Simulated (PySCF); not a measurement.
## A small calculation by hand: chemical shift, span and skew from a shielding tensor

(Z)-1-chloro-1,2-difluoroprop-1-ene (C3H3ClF2), SMILES C(=C(\F)C)(/F)Cl. Atoms are numbered in the order given.

```xyz
9

C     -0.3774    -2.2586     0.0000
C      0.2472    -0.9093     0.0000
F      1.5884    -0.9021     0.0000
C     -0.4040     0.2608     0.0000
F     -1.7367     0.3078     0.0000
Cl     0.3604     1.8016     0.0000
H     -0.0577    -2.8271    -0.8894
H     -0.0577    -2.8271     0.8894
H     -1.4718    -2.1819     0.0000
```

Geometry: B3LYP-D3(BJ)/def2-SVP.

GIAO shieldings from HF/pcSseg-1 run with PySCF, non-relativistic, no solvent. The symmetric part of the tensor of C2 has the principal values -53.6, 72.0, 95.7 ppm. The same nucleus in TMS has σ = 192.6 ppm at this level (PySCF, at its B3LYP-D3(BJ)/def2-TZVP geometry). Without spin–orbit terms, shifts of atoms bonded to Cl or Br come out too high.

Q: Work out the isotropic shielding, the ¹³C shift against TMS, the span and the skew.

A: 
σ(iso) = (σ11 + σ22 + σ33)/3 = 38.0 ppm. δ = σ(ref) − σ(iso) = 192.6 − (38.0) = 154.6 ppm.
Span Ω = σ33 − σ11 = 149.3 ppm. Skew κ = 3(σ(iso) − σ22)/Ω = -0.68. Tumbling in solution averages the tensor to δ; in a static solid the shielding alone would spread this spin-1/2 line over Ω.
